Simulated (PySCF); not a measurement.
## Computed vibrations of HfCl4(H2O)

HfCl4(H2O) (singlet). PySCF 2.14.0, RKS PBE, Hf def2-SVP with ECP60, Cl def2-SVP, O def2-SVP, H def2-SVP; non-relativistic Hamiltonian with scalar-relativistic core potentials where named; density fitting; no spin-orbit coupling. Central differences of gradients.

```xyz
8

Hf   -0.0090   -0.0156    0.0000
Cl   -0.5204   -0.4940    2.3140
Cl   -0.1676   -0.6977   -2.3140
Cl    2.3180    0.2065    0.1676
Cl   -0.9802    2.1107   -0.1676
O    -1.1417   -1.9775    0.0000
H    -1.4728   -2.4075    0.8145
H    -1.3486   -2.4792   -0.8145
```

Run from Python with OMP_NUM_THREADS=2. Where DIIS fails, smearing, a level shift and second-order steps follow.
It took 4 min on 2 threads of Arm Neoverse V2 (shared host).

(1) What are the harmonic wavenumbers and infrared intensities?

(2) Is this a minimum?

Answers

(1) Negative numbers are unstable modes, those under 60 cm⁻¹ near the noise; a finer grid moves soft modes by up to 10 cm⁻¹.
```csv
cm⁻¹,km/mol,symmetry
-33,–,
76,44.5,
90,0.7,
112,0.6,
114,1.3,
145,14.4,
164,165.1,
184,1.5,
297,4.4,
349,94.6,
365,0.2,
376,44.2,
381,77.3,
498,0.1,
527,54.8,
1418,200.4,
3616,53.0,
3747,106.9,
```

(2) Probably not: 1 unstable, though so soft as to be near the noise; the lowest moves the atoms so:
```
Hf   0.01 -0.01  0.00
Cl  -0.22  0.13 -0.02
Cl  -0.22  0.13 -0.02
Cl   0.01 -0.09  0.01
Cl   0.09  0.03  0.00
O    0.58 -0.33  0.06
H    0.39 -0.22  0.04
H    0.38 -0.23  0.04
```
